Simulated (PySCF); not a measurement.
# Dipole response of Mn(2+) (manganese, charge +2)

[Ar] 3d5, high-spin 6S determinant. All numbers are calculated (PySCF 2.14, scalar relativity by spin-free X2C-1e, in ANO-R3 (8s5p5d3f2g1h, 98 functions)). Coupled (time-dependent) response in atomic units; α is the mean over directions. The basis has no added diffuse functions, which lowers α and C₆.

```tsv
method	mean α (bohr³)	C₆ (like pair)	S(−4)
PBE0	3.794	11.35	7.799
```

S(−4) is the Cauchy moment in α(ω) = α(0) + S(−4) ω² + …

α(iu) at PBE0:

```
u (hartree)  α(iu) (bohr³)
          0          3.794
     0.0500          3.775
      0.100          3.719
      0.200          3.524
      0.300          3.270
      0.500          2.767
      0.750          2.276
       1.00          1.909
       1.50          1.396
       2.00          1.058
       3.00         0.6625
       5.00         0.3289
```

A single London oscillator, α(iu) = α/(1 + u²/ω²), gives C₆ = (3/4) ω α². Matching the computed C₆ needs ω = 4 × 11.35 / (3 × 3.794²) = 1.05 hartree.

For an ion, C₆ is the dispersion term alone; charge-induced terms of lower order in 1/R come first.
